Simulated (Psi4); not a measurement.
fluoromethane (CH₃F), singlet, geometry from GFN2-xTB; Psi4 with PBE/6-31G*.

The Psi4 input:
```
memory 2 GB

molecule mol {
0 1
  C    -0.613811    0.098371    0.071279
  F     0.724395   -0.116093   -0.084121
  H    -0.862059   -0.060325    1.121287
  H    -0.828702    1.125010   -0.227318
  H    -1.145932   -0.610070   -0.564556
}

set basis 6-31g*
set reference rks

energy('pbe')
print_variables()
```

Task: Predict the main parts of the log of this Psi4 run.

Result: 
```
   => Loading Basis Set <=

    Name: 6-31G*
    Role: ORBITAL
    Keyword: BASIS

         ---------------------------------------------------------
                                   SCF
               by Justin Turney, Rob Parrish, Andy Simmonett
                          and Daniel G. A. Smith
                              RKS Reference
         ---------------------------------------------------------

  ==> Geometry <==

    Molecular point group: c1
    Full point group: C1

    Geometry (in Angstrom), charge = 0, multiplicity = 1:

       Center              X                  Y                   Z               Mass
    ------------   -----------------  -----------------  -----------------  -----------------
         C           -0.717794854681     0.115035489745     0.083354347574    12.000000000000
         F            0.620411145319    -0.099428510255    -0.072045652426    18.998403162730
         H           -0.966042854681    -0.043660510255     1.133362347574     1.007825032230
         H           -0.932685854681     1.141674489745    -0.215242652426     1.007825032230
         H           -1.249915854681    -0.593405510255    -0.552480652426     1.007825032230

  Running in c1 symmetry.

  Rotational constants: A =      5.18680  B =      0.88213  C =      0.88213 [cm^-1]
  Rotational constants: A = 155496.31660  B =  26445.71832  C =  26445.71553 [MHz]
  Nuclear repulsion =   37.733728281636168

  Charge       = 0
  Multiplicity = 1
  Electrons    = 18
  Nalpha       = 9
  Nbeta        = 9

  ==> Algorithm <==

  SCF Algorithm Type is DF.
  DIIS enabled.
  MOM disabled.
  Fractional occupation disabled.
  Guess Type is SAD.
  Energy threshold   = 1.00e-06
  Density threshold  = 1.00e-06
  Integral threshold = 1.00e-12

  ==> Primary Basis <==

  Basis Set: 6-31G*
    Blend: 6-31G*
    Number of shells: 18
    Number of basis functions: 36
    Number of Cartesian functions: 36
    Spherical Harmonics?: false
    Max angular momentum: 2

  ==> DFT Potential <==

   => LibXC <=

    Version 7.1.2
    S. Lehtola, C. Steigemann, M. J. T. Oliveira, and M. A. L. Marques,  SoftwareX 7, 1–5 (2018) (10.1016/j.softx.2017.11.002)

   => Composite Functional: PBE <=

    PBE GGA Exchange-Correlation Functional

    J.P. Perdew et. al., Phys. Rev. Lett., 77(18), 3865-3868, 1996

    Deriv               =              1
    GGA                 =           TRUE
    Meta                =          FALSE

    Exchange Hybrid     =          FALSE
    MP2 Hybrid          =          FALSE

   => Exchange Functionals <=

    1.0000     XC_GGA_X_PBE

   => Correlation Functionals <=

    1.0000     XC_GGA_C_PBE

   => LibXC Density Thresholds  <==

    XC_GGA_C_PBE:  1.00E-12
    XC_GGA_X_PBE:  1.00E-15

   => Molecular Quadrature <=

    Radial Scheme          =       TREUTLER
    Pruning Scheme         =           NONE
    Nuclear Scheme         =       TREUTLER

    Blocking Scheme        =         OCTREE
    BS radius alpha        =              1
    Pruning alpha          =              1
    Radial Points          =             75
    Spherical Points       =            302
    Total Points           =         108808
    Total Blocks           =            882
    Max Points             =            256
    Max Functions          =             36
    Weights Tolerance      =       1.00E-15

   => Loading Basis Set <=

    Name: (6-31G* AUX)
    Role: JKFIT
    Keyword: DF_BASIS_SCF

  ==> Integral Setup <==

  SCF_SUBTYPE=INCORE selected. In-core MEM_DF algorithm will be used.
  Using in-core AOs.

  ==> MemDFJK: Density-Fitted J/K Matrices <==

    J tasked:                   Yes
    K tasked:                    No
    wK tasked:                   No
    Algorithm:                 Core
    Schwarz Cutoff:           1E-12
    Mask sparsity (%):       0.0000
    Fitting Condition:        1E-10

   => Auxiliary Basis Set <=

  Basis Set: (6-31G* AUX)
    Blend: CC-PVDZ-JKFIT
    Number of shells: 75
    Number of basis functions: 237
    Number of Cartesian functions: 237
    Spherical Harmonics?: false
    Max angular momentum: 3

  Minimum eigenvalue in the overlap matrix is 6.2404554492E-03.
  Reciprocal condition number of the overlap matrix is 1.0880015178E-03.
    Using symmetric orthogonalization.

  ==> Pre-Iterations <==

  SCF Guess: Superposition of Atomic Densities via on-the-fly atomic UHF (no occupation information).

   -------------------------
    Irrep   Nso     Nmo
   -------------------------
     A         36      36
   -------------------------
    Total      36      36
   -------------------------

  ==> Iterations <==

                           Total Energy        Delta E     RMS |[F,P]|

   @DF-RKS iter SAD:  -139.25306798174796   -1.39253e+02   0.00000e+00
   @DF-RKS iter   1:  -139.46055325651307   -2.07485e-01   1.33180e-02 DIIS/ADIIS
   @DF-RKS iter   2:  -139.39994977334976    6.06035e-02   1.59597e-02 DIIS/ADIIS
   @DF-RKS iter   3:  -139.57245821868946   -1.72508e-01   8.47372e-04 DIIS/ADIIS
   @DF-RKS iter   4:  -139.57270884426447   -2.50626e-04   4.71159e-04 DIIS/ADIIS
   @DF-RKS iter   5:  -139.57278901764920   -8.01734e-05   1.58142e-04 DIIS/ADIIS
   @DF-RKS iter   6:  -139.57280021054063   -1.11929e-05   7.49414e-06 DIIS
   @DF-RKS iter   7:  -139.57280024285583   -3.23152e-08   6.83676e-07 DIIS
  Energy and wave function converged.

  ==> Post-Iterations <==

   Electrons on quadrature grid:
      Ntotal   =   18.0000033886 ; deviation = 3.389e-06

    Orbital Energies [Eh]
    ---------------------

    Doubly Occupied:

       1A    -24.237277     2A     -9.955794     3A     -1.073918
       4A     -0.621786     5A     -0.419119     6A     -0.416311
       7A     -0.416311     8A     -0.267785     9A     -0.267784

    Virtual:

      10A      0.079700    11A      0.112816    12A      0.142406
      13A      0.142407    14A      0.481497    15A      0.517518
      16A      0.517519    17A      0.798905    18A      0.803751
      19A      0.803751    20A      0.917229    21A      1.122808
      22A      1.200052    23A      1.200053    24A      1.457223
      25A      1.457223    26A      1.761188    27A      1.765405
      28A      1.765405    29A      2.042927    30A      2.135192
      31A      2.135192    32A      2.360686    33A      2.360686
      34A      2.916053    35A      3.992804    36A      4.135222

    Final Occupation by Irrep:
              A
    DOCC [     9 ]
    NA   [     9 ]
    NB   [     9 ]

  @DF-RKS Final Energy:  -139.57280024285583

   => Energetics <=

    Nuclear Repulsion Energy =             37.7337282816361679
    One-Electron Energy =                -267.2315347861477903
    Two-Electron Energy =                 106.7812320488253022
    DFT Exchange-Correlation Energy =     -16.8562257871695103
    Empirical Dispersion Energy =           0.0000000000000000
    VV10 Nonlocal Energy =                  0.0000000000000000
    Total Energy =                       -139.5728002428558341

Computation Completed

Properties will be evaluated at   0.000000,   0.000000,   0.000000 [a0]

Properties computed using the SCF density matrix

 Multipole Moments:

 ------------------------------------------------------------------------------------
     Multipole            Electronic (a.u.)      Nuclear  (a.u.)        Total (a.u.)
 ------------------------------------------------------------------------------------

 L = 1.  Multiply by 2.5417464519 to convert [e a0] to [Debye]
 Dipole X            :          2.9509107           -3.5370257           -0.5861149
 Dipole Y            :         -0.4729188            0.5668513            0.0939325
 Dipole Z            :         -0.3426786            0.4107400            0.0680614
 Magnitude           :                                                    0.5974834

 ------------------------------------------------------------------------------------

  Variable Map:
  ----------------------------------------------------------------------------
  "CURRENT ENERGY"              =>    -139.572800242856
  "CURRENT REFERENCE ENERGY"    =>    -139.572800242856
  "DD SOLVATION ENERGY"         =>       0.000000000000
  "DFT FUNCTIONAL TOTAL ENERGY" =>    -139.572800242856
  "DFT TOTAL ENERGY"            =>    -139.572800242856
  "DFT VV10 ENERGY"             =>       0.000000000000
  "DFT XC ENERGY"               =>     -16.856225787170
  "GRID ELECTRONS ALPHA"        =>       9.000001694306
  "GRID ELECTRONS BETA"         =>       9.000001694306
  "GRID ELECTRONS TOTAL"        =>      18.000003388612
  "NUCLEAR REPULSION ENERGY"    =>      37.733728281636
  "ONE-ELECTRON ENERGY"         =>    -267.231534786148
  "PCM POLARIZATION ENERGY"     =>       0.000000000000
  "PE ENERGY"                   =>       0.000000000000
  "SCF ITERATION ENERGY"        =>    -139.572800242856
  "SCF ITERATIONS"              =>       7.000000000000
  "SCF TOTAL ENERGY"            =>    -139.572800242856
  "TWO-ELECTRON ENERGY"         =>     106.781232048825
  "XC GRID RADIAL POINTS"       =>      75.000000000000
  "XC GRID SPHERICAL POINTS"    =>     302.000000000000
  "XC GRID TOTAL POINTS"        =>  108808.000000000000

  Array Variable Map:
  ----------------------------------------------------------------------------
  "CURRENT DIPOLE"              =>      -0.586114933176 ... 0.068061386585 1 by 3
  "SCF DIPOLE"                  =>      -0.586114933176 ... 0.068061386585 1 by 3
  "SCF TOTAL ENERGIES"          =>    -139.253067981748 ... -139.572800242856 1 by 8
```
